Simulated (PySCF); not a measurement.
Species: C4H10AlN.
Numbering: `[AlH2:1][N:2]1[CH2:3][CH2:4][CH2:5][CH2:6]1` (hydrogens: H7, H8 on Al1; H9, H10 on C3; H11, H12 on C4; H13, H14 on C5; H15, H16 on C6)

Method used: PBE0-D3(BJ)/def2-SVP geometry optimisation, gas phase (PySCF).

**Question.** Give the optimised bond lengths and angles.

**Answer.** 
```
                   bond  length (pm)   order
                 Al1–N2        178.1  single
           N2–C3, N2–C6        145.1  single
           C3–C4, C5–C6        153.8  single
                  C4–C5        154.4  single
         Al1–H7, Al1–H8        158.8  single
 C3–H9 and 3 like bonds        110.5  single
C4–H11 and 3 like bonds        110.0  single
```

Bonds in one row agree within 1 pm and their mean is given. Orders are formal, as drawn. A selection of angles:
```
     angle  degrees
 N2–Al1–H7    117.4
 H7–Al1–H8    125.2
 Al1–N2–C3    127.6
  C3–N2–C6    104.6
  N2–C3–C4    104.6
  N2–C3–H9    110.4
 N2–C3–H10    111.7
  C4–C3–H9    109.5
 C4–C3–H10    113.5
 H9–C3–H10    107.1
  C3–C4–C5    104.1
 C3–C4–H11    111.8
 C3–C4–H12    110.3
 C5–C4–H11    112.9
 C5–C4–H12    110.6
H11–C4–H12    107.1
```

Dihedral angles: Al1–N2–C3–C4 -133° (anticlinal); N2–C3–C4–C5 -25° (synperiplanar); C3–C4–C5–C6 0° (synperiplanar); C4–C5–C6–N2 25° (synperiplanar); Al1–N2–C6–C5 133° (anticlinal).

Al1 (aluminium bonded to N and 2 H) is planar (angles 125.2°, 117.5° and 117.4°, sum 360.0°, 0.00 Å off the plane of its three neighbours). N2 (nitrogen bonded to Al and 2 C) is planar (angles 127.6°, 127.5° and 104.6°, sum 359.7°, 0.05 Å off the plane of its three neighbours). The 5-membered ring N2–C3–C4–C5–C6 has internal angles of 104.1° to 104.6° (sum 522°, against 540° for a flat polygon); it is puckered, 0.18 Å rms from its mean plane, widest ring torsion 41°.

Point group: Cs (tolerance 0.08 Å). PBE0-D3(BJ)/def2-SVP frequencies: not computed here. The numbers are those of one conformer.
